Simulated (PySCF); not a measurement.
**Ho (holmium, neutral) across methods**

[Xe] 4f11 6s2, one real determinant. All numbers are calculated (PySCF 2.14, scalar relativity by spin-free X2C-1e, in x2c-TZVPPall).

| method | E (hartree) | mean ε 6s β (eV) | mean ε 4f α (eV) | mean ε 4f β (eV) | Σ⟨r²⟩ (bohr²) | ⟨S²⟩ |
| --- | --- | --- | --- | --- | --- | --- |
| PBE | -12615.86 | -3.666 | -3.528 | -1.714 | 76.55 | 3.752 |
| LDA | -12607.12 | -3.823 | -3.763 | -1.755 | 75.45 | 3.752 |
| r2SCAN | -12616.05 | -3.740 | -3.753 | -1.940 | 77.81 | 3.754 |
| PBE0 | -12615.67 | -4.205 | -6.486 | -4.345 | 77.30 | 3.753 |

**Question.** Estimate the same row for UHF.

**Answer.** E (hartree) = -12611.31615; mean ε 6s β (eV) = -5.111; mean ε 4f α (eV) = -14.847; mean ε 4f β (eV) = -11.589; Σ⟨r²⟩ (bohr²) = 81.37; ⟨S²⟩ = 3.755.

⟨L²⟩ = 34.01 against 42 for a pure I term, so this real determinant mixes terms. Spin-orbit coupling, absent here, splits the open shell strongly.
